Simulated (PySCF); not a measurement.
**Static response to an electric field**

C₂H₅FO₂Si.
Structure used (GFN2-xTB), in Å, numbered top down from 1:
```
atom  x, y, z in Å
O1     1.7758   -0.5783   -1.1939
C2     1.2644   -0.0487   -0.2427
O3     1.7539   -0.1929    1.0023
C4     0.0268    0.7723   -0.2598
Si5   -1.4779   -0.3631    0.0382
F6    -2.7516    0.6230    0.0261
H7     2.5456   -0.7527    0.9885
H8    -0.0667    1.2628   -1.2273
H9     0.0779    1.5234    0.5268
H10   -1.6936   -1.2957   -1.0537
H11   -1.4493   -0.9474    1.3694
```

Level: B3LYP/def2-SVPD (PySCF), static field, nuclei fixed, core orbitals frozen in the response. The polarisability tensor in these axes (au):

```
x   64.09 -2.12 -0.53
y   -2.12 50.78  0.76
z   -0.53  0.76 56.15
```

**Question.** What are the eigenvalues, a third of the trace, and Δα (Δα² = ½Σ(αi − αj)² over the three pairs)?

**Answer.** Principal values 50.37, 56.18 and 64.47 au; mean 57.01 au = 8.45 Å³ = 9.40 × 10⁻⁴⁰ C²·m²/J; Δα = 12.27 au (22 % of the mean).

**Question.** What is the dipole moment, and where does it point?

**Answer.** (0.63, -0.13, 1.48) D, 1.62 D in size, pointing from the negative to the positive side. Measured along this direction, the outermost atoms are H10 at the negative end and H7 at the positive end.

**Question.** Give the principal axes and the span of the nuclei along them.

**Answer.** Largest value along (0.98, -0.16, -0.08), where the nuclei span 5.36 Å; middle along (0.09, 0.10, 0.99), 2.48 Å; least along (0.15, 0.98, -0.12), 2.85 Å. The strongest response lies along the longest span, while the other two are in reverse order.

**Question.** Traceless (Buckingham) quadrupole moment about the centre of nuclear charge: eigenvalues?

**Answer.** -12.11, 5.14, 6.97 D·Å. The values depend on the origin, since the dipole doesn't vanish. The electronic extent ⟨r²⟩ about the same centre is 857 bohr², a root-mean-square distance of 2.07 Å for the 56 electrons.

**Question.** What would n − 1 = 2πNα be for an ideal gas of these molecules at 298.15 K and 1 atm, electronic part alone?

**Answer.** N = p/kT = 2.4615 × 10¹⁹ cm⁻³, so n − 1 = 2π × N × 8.45 × 10⁻²⁴ cm³ = 1306 × 10⁻⁶ at long wavelengths, for an ideal gas.

**Question.** Rayleigh depolarisation ratio (linearly polarised light, static tensor)?

**Answer.** ρ = 3Δα²/(45ᾱ² + 4Δα²) = 451.9/(146238 + 602.5) = 0.00308.

One conformer (not necessarily the lowest) at the GFN2-xTB geometry, without solvent, vibrations or thermal averaging.

The run behind these numbers computed excited states as well. On an Arm Neoverse N1 with one thread, shared host, this took 35 s of wall time.
